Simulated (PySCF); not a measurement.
H6Se2Si2, SMILES [SeH][SiH2][SiH2][SeH] (CAM-B3LYP/def2-SVP optimised geometry):

```
10

Se     1.815    -2.169    -0.544
Si     1.173    -0.034     0.000
Si    -1.172    -0.034     0.000
Se    -1.815     2.169     0.000
H      3.230    -1.931    -0.224
H      1.689     0.958    -0.983
H      1.684     0.335     1.348
H     -1.683    -0.724     1.215
H     -1.687    -0.753    -1.198
H     -3.230     1.859     0.249
```

Computed with CAM-B3LYP/def2-TZVP (PySCF).

**Question.** What are the frontier orbital energies and the dipole moment?

**Answer.** HOMO-2 -9.79 eV, HOMO-1 -8.52 eV, HOMO -8.38 eV, LUMO 0.01 eV, LUMO+1 0.53 eV; dipole moment 0.40 D.

Meta-Löwdin charges at CAM-B3LYP/def2-TZVP: Se1 -0.23, Si2 0.32, Si3 0.32, Se4 -0.23, H5 0.07, H6 -0.09, H7 -0.08, H8 -0.08, H9 -0.09, H10 0.07.
